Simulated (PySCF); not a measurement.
F3Ga, triplet, at a GFN2-xTB geometry (such geometries of metal compounds can be far from the true shape) (a higher spin typed on purpose: for a closed-shell molecule this is an excited state), atoms displaced at random by about 0.08 Å a coordinate; PBE/cc-pVDZ, gradient (PySCF).

Here is a job for PySCF.
```python
from pyscf import gto, scf, dft

mol = gto.M(
    atom='''
Ga   -0.059328   -0.253209    0.221835
F    -1.983847   -0.342170   -0.526734
F     0.022244    1.180019   -0.811947
F     1.919600    0.078358    0.430037
''',
    basis='cc-pvdz',
    charge=0,
    spin=2,
    verbose=4,
)

mf = dft.UKS(mol)
mf.xc = 'pbe'
mf.kernel()
g = mf.nuc_grad_method()
grad = g.kernel()
```

The log (banner, timings and long lists left out):

```
PySCF version 2.14.0

[INPUT] verbose = 4
[INPUT] num. atoms = 4
[INPUT] num. electrons = 58
[INPUT] charge = 0
[INPUT] spin (= nelec alpha-beta = 2S) = 2
[INPUT] symmetry False subgroup None
[INPUT] Mole.unit = angstrom
[INPUT] Symbol           X                Y                Z      unit          X                Y                Z       unit  Magmom
[INPUT]  1 Ga    -0.059328000000  -0.253209000000   0.221835000000 AA   -0.112113671518  -0.478495662275   0.419207394843 Bohr   0.0
[INPUT]  2 F     -1.983847000000  -0.342170000000  -0.526734000000 AA   -3.748927503040  -0.646607588042  -0.995383000497 Bohr   0.0
[INPUT]  3 F      0.022244000000   1.180019000000  -0.811947000000 AA    0.042035067915   2.229912731783  -1.534357457662 Bohr   0.0
[INPUT]  4 F      1.919600000000   0.078358000000   0.430037000000 AA    3.627518268715   0.148075159669   0.812652153430 Bohr   0.0

nuclear repulsion = 272.598755548669
number of shells = 21
number of NR pGTOs = 155
number of NR cGTOs = 69
basis = cc-pvdz
ecp = {}

******** <class 'pyscf.dft.uks.UKS'> ********
method = UKS
initial guess = minao
damping factor = 0
level_shift factor = 0
DIIS = <class 'pyscf.scf.diis.CDIIS'>
diis_start_cycle = 1
diis_space = 8
diis_damp = 0
SCF conv_tol = 1e-09
SCF conv_tol_grad = None
SCF max_cycles = 50
direct_scf = True
direct_scf_tol = 1e-13
number electrons alpha = 30  beta = 28
XC library pyscf.dft.libxc version 7.1.2
    S. Lehtola, C. Steigemann, M. J. T. Oliveira, and M. A. L. Marques,  SoftwareX 7, 1–5 (2018)
XC functionals = pbe
    J. P. Perdew, K. Burke, and M. Ernzerhof,  Phys. Rev. Lett. 77, 3865 (1996)
    J. P. Perdew, K. Burke, and M. Ernzerhof,  Phys. Rev. Lett. 78, 1396 (1997)
    J. P. Perdew, K. Burke, and M. Ernzerhof,  Phys. Rev. Lett. 77, 3865 (1996)
    J. P. Perdew, K. Burke, and M. Ernzerhof,  Phys. Rev. Lett. 78, 1396 (1997)
radial grids:
    Treutler-Ahlrichs [JCP 102, 346 (1995); DOI:10.1063/1.469408] (M4) radial grids

becke partition: Becke, JCP 88, 2547 (1988); DOI:10.1063/1.454033
pruning grids: <function nwchem_prune>
grids dens level: 3
symmetrized grids: False
atomic radii adjust function: <function treutler_atomic_radii_adjust>
small_rho_cutoff = 0
Set gradient conv threshold to 3.16228e-05
tot grids = 63696
init E= -2223.27244458928

cycle= 1 E= -2223.58205224494  delta_E= -0.31  |g|= 0.589  |ddm|= 1.19
cycle= 2 E= -2221.82102639775  delta_E= 1.76  |g|= 2.04  |ddm|= 1.68
cycle= 3 E= -2223.21590704369  delta_E= -1.39  |g|= 1.02  |ddm|= 1.53

cycle= 4 E= -2223.57382441411  delta_E= -0.358  |g|= 0.565  |ddm|= 1.04

cycle= 5 E= -2223.61438869902  delta_E= -0.0406  |g|= 0.49  |ddm|= 0.68

cycle= 6 E= -2223.6276635719  delta_E= -0.0133  |g|= 0.41  |ddm|= 0.712

cycle= 7 E= -2223.66762079105  delta_E= -0.04  |g|= 0.323  |ddm|= 0.732

cycle= 8 E= -2223.71419755595  delta_E= -0.0466  |g|= 0.16  |ddm|= 0.188

cycle= 9 E= -2223.7017876099  delta_E= 0.0124  |g|= 0.221  |ddm|= 0.0614

cycle= 10 E= -2223.7069738585  delta_E= -0.00519  |g|=  0.2  |ddm|= 0.0243

cycle= 11 E= -2223.72796759436  delta_E= -0.021  |g|= 0.0327  |ddm|= 0.232

cycle= 12 E= -2223.7269198973  delta_E= 0.00105  |g|= 0.055  |ddm|= 0.0875

cycle= 13 E= -2223.72854398505  delta_E= -0.00162  |g|= 0.00417  |ddm|= 0.0597

cycle= 14 E= -2223.72847593661  delta_E= 6.8e-05  |g|= 0.0119  |ddm|= 0.00873

cycle= 15 E= -2223.72854771671  delta_E= -7.18e-05  |g|= 0.00306  |ddm|= 0.00903

cycle= 16 E= -2223.72855109714  delta_E= -3.38e-06  |g|= 0.00177  |ddm|= 0.00496

cycle= 17 E= -2223.72855279444  delta_E= -1.7e-06  |g|= 0.000165  |ddm|= 0.00198

cycle= 18 E= -2223.72855280166  delta_E= -7.22e-09  |g|= 0.000114  |ddm|= 5.25e-05

cycle= 19 E= -2223.72855280866  delta_E= -7e-09  |g|= 1.29e-05  |ddm|= 0.000131

cycle= 20 E= -2223.72855280872  delta_E= -5.82e-11  |g|= 6.48e-06  |ddm|= 7.07e-06

Extra cycle  E= -2223.72855277865  delta_E= 3.01e-08  |g|= 0.000238  |ddm|= 0.000246
SCF not converged.
SCF energy = -2223.72855277865 after 50 cycles  <S^2> = 2.0029931  2S+1 = 3.0019947

WARN: Ground state UKS not converged

******** <class 'pyscf.grad.uks.Gradients'> for <class 'pyscf.dft.uks.UKS'> ********
unit = Eh/Bohr
grid_response = False
--------------- UKS gradients ---------------
         x                y                z
0 Ga     0.0019327603     0.0245696669    -0.0153126440
1 F    -0.0199810828    -0.0012582080    -0.0067013999
2 F    -0.0006037886    -0.0268453513     0.0196447104
3 F     0.0183397554     0.0036015927     0.0023055689
----------------------------------------------
```

The run did not converge; its last values are not results.
